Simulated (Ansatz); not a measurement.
# A rate constant, worked out

An elementary step of ZnH$_{4}$O$_{2}$, singlet (ZnH₂O ([OH][ZnH]) + H₂O → ZnH₂O₂ ([OH][Zn][OH]) + H₂; Zn–H, H–O broken or loosened, Zn–O, H–H formed or tightened). The start structure is the complex of the reactants, bound by 0.56 eV, and the electronic barrier above it is 1.497 eV by CCSD(T) at an estimated basis limit (MP2 extrapolated from triple and quadruple zeta, plus CCSD(T) − MP2 in triple zeta). Ansatz 0.2.0; basis: def2-TZVPP and def2-QZVPP; cores frozen in the correlated methods. The 3s and 3p shells of Cu and Zn are frozen; filled d shells are correlated. Extrapolation: Hartree–Fock as exp(−7.88 √X), correlation as X^−2.97. Harmonic wavenumbers at PBE0-D4/def2-TZVP (Ansatz 0.2.0), in cm⁻¹:

Start: 184, 210, 232, 314, 423, 477, 490, 616, 695, 787, 1607, 1939, 3600, 3911, 3951.

Saddle: 1246i, 145, 179, 222, 408, 515, 669, 702, 773, 823, 1292, 1688, 1819, 3867, 3909.

Task: Work out the transition-state-theory rate constant at 800 K from these numbers alone (harmonic vibrations; rotation, path degeneracy and anharmonicity left out), and the Wigner tunnelling factor. Use 1 cm⁻¹ = 1.2398 × 10⁻⁴ eV and k_B = 8.617 × 10⁻⁵ eV/K.

Result: Zero-point energies, half the sums: start 19436/2 cm⁻¹ = 1.2049 eV; saddle, real modes only, 17011/2 cm⁻¹ = 1.0545 eV.
Barrier with zero-point energy: 1.497 + 1.0545 − 1.2049 = 1.3466 eV.
k_BT = 0.06894 eV, so the barrier is 19.53 k_BT.
Vibrational partition functions from the zero-point level, ln q = −Σ ln(1 − exp(−hν/k_BT)): start 7.164, saddle 6.458.
k = (k_BT/h) exp(ln q‡ − ln q) exp(−E0/k_BT), with log₁₀(k_BT/h in s⁻¹) = 13.22: log₁₀ k = 13.22 + (-0.706 − 19.53)/2.3026 = 4.43, so k ≈ 3 × 10^(4) s⁻¹.
Wigner factor: 1 + (hν‡/k_BT)²/24 = 1 + (2.24)²/24 = 1.21. A change of 1 kcal/mol (0.043 eV) in the barrier would change k by a factor of 1.9 at this temperature.

The T1 diagnostic stays at or below 0.017.

The step is the kind of ligand exchange by which a precursor binds to a hydroxyl group, or is hydrolysed, in atomic layer deposition of oxides.

Labels in which every atom is bracketed show which atoms are joined, not bond orders.

For scale, one of the runs: CCSD(T)/def2-TZVPP, 182 basis functions, launched by `ansatz run in.yaml --threads 4 --pin off --events-out ev --progress --plain --max-ram 9574MiB`. Hardware: 4 CPU threads of an Arm Neoverse V2, shared host. Wall time 31 s; peak host memory 1.9 GiB.
